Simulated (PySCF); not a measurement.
ReF6, SMILES [F][Re]([F])([F])([F])([F])[F] (connectivity only; charge and spin as stated), neutral, multiplicity 2. Atoms are numbered in the order given.

```xyz
7

Re     0.0000     0.0000     0.0000
F      1.3279     0.7667     1.0287
F     -1.3279    -0.7667    -1.0287
F      0.0000     1.5334    -1.0287
F      1.3279    -0.7667    -1.0287
F     -1.3279     0.7667     1.0287
F      0.0000    -1.5334     1.0287
```
Charge 0, spin multiplicity 2.

Geometry optimised at r2SCAN-D4/def2-SVP. The spin state was assumed, not searched. The isomer is the one that the SMILES or the coordinates give; other isomers of the formula were not compared. The def2 effective core potentials stand for the cores of Re; spin–orbit coupling is left out.

The numbers are results of PBE0/def2-TZVP (PySCF), not measurements.

ESP charges are fitted to the potential on shells at 1.4 to 2.0 van der Waals radii. Atomic charges (e):

```json
[
 {"atom": "Re1", "Mulliken": "1.69", "Löwdin": "1.00", "ESP fit": "[?]", "Mulliken spin": "0.85"},
 {"atom": "F2", "Mulliken": "-0.28", "Löwdin": "-0.17", "ESP fit": "[?]", "Mulliken spin": "0.02"},
 {"atom": "F3", "Mulliken": "-0.28", "Löwdin": "-0.17", "ESP fit": "[?]", "Mulliken spin": "0.02"},
 {"atom": "F4", "Mulliken": "-0.28", "Löwdin": "-0.17", "ESP fit": "[?]", "Mulliken spin": "0.02"},
 {"atom": "F5", "Mulliken": "-0.28", "Löwdin": "-0.17", "ESP fit": "[?]", "Mulliken spin": "0.02"},
 {"atom": "F6", "Mulliken": "-0.28", "Löwdin": "-0.17", "ESP fit": "[?]", "Mulliken spin": "0.02"},
 {"atom": "F7", "Mulliken": "-0.28", "Löwdin": "-0.17", "ESP fit": "[?]", "Mulliken spin": "0.02"}
]
```

**Question.** What belongs in the gaps? (An estimate is asked for; the answer gives what the named calculation found.)

**Answer.** 
- Re1, ESP fit: 1.23
- F2, ESP fit: -0.20
- F3, ESP fit: -0.20
- F4, ESP fit: -0.20
- F5, ESP fit: -0.20
- F6, ESP fit: -0.20
- F7, ESP fit: -0.20
